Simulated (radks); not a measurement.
Values are calculated unless marked as measured or tabulated.
Species: As-. Configuration: [Ar] 3d10 4s2 4p4. Code: a radial shooting solver on a logarithmic mesh with Libxc functionals. Model: scalar-relativistic Kohn-Sham, LDA (Slater exchange, VWN5 correlation), spin-unpolarised, spherical densities, finite nucleus; Fermi nuclear charge, rms radius 4.0968 fm; hard spherical wall at 15 bohr.

Radial electron density D(r) = 4 pi r^2 rho(r):

```
   r/bohr * D(r) (the largest magnitude, 46.4, reaches the edge; | marks zero)
 0.003654 |   *
 0.004873 |      *
 0.006552 |          *
 0.008739 |                *
  0.01175 |                        *
  0.01567 |                                 *
  0.02107 |                                          *
   0.0281 |                                               *
  0.03778 |                                              *
  0.05039 |                                         *
  0.06775 |                                      *
  0.09036 |                                           *
   0.1215 |                                                     *
    0.162 |                                                      *
   0.2178 |                                        *
   0.2906 |                             *
   0.3906 |                                *
    0.521 |                                   *
   0.7005 |                         *
   0.9343 |            *
    1.256 |     *
    1.675 |   *
    2.253 |  *
    3.004 | *
    4.039 |*
    5.387 *
    7.243 *
    9.661 *
    12.99 *
```

D(r) has 3 maxima, at r = 0.0319, 0.144, 0.493 bohr, and minima at 0.0672, 0.312 bohr, inside which lie 2.09, 11.01 electrons.
